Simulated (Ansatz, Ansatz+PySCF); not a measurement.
```yaml
atoms:
  - { symbol: H, position_ang: [0.7992, 0.2459, -1.2781] }
  - { symbol: C, position_ang: [0.2436, 0.0614, -0.4142] }
  - { symbol: C, position_ang: [-0.3916, -0.0942, 0.6589] }
```

Basis set: def2-SVP (spherical functions). Frozen core: 2 orbitals. Charge 0, multiplicity 2.

Computed with Ansatz (development build ahead of 0.2.0); each method stands on the lowest determinant of its kind that the runs found.

(1) Give the atomization energy at this shape (free ground-state atoms in the same class of orbitals less the molecule, no zero-point energy) of doublet C2H by UHF-MP2, UHF.

Results:

(1)

| method | atomization energy |
| --- | --- |
| UHF-MP2 | 1016.1 kJ/mol |
| UHF | 790.6 kJ/mol |

Caution: the shape is not the minimum; the unrestricted determinant is spin contaminated. Caution for UHF-MP2: MP2 forces lie far from those of the mean fields.
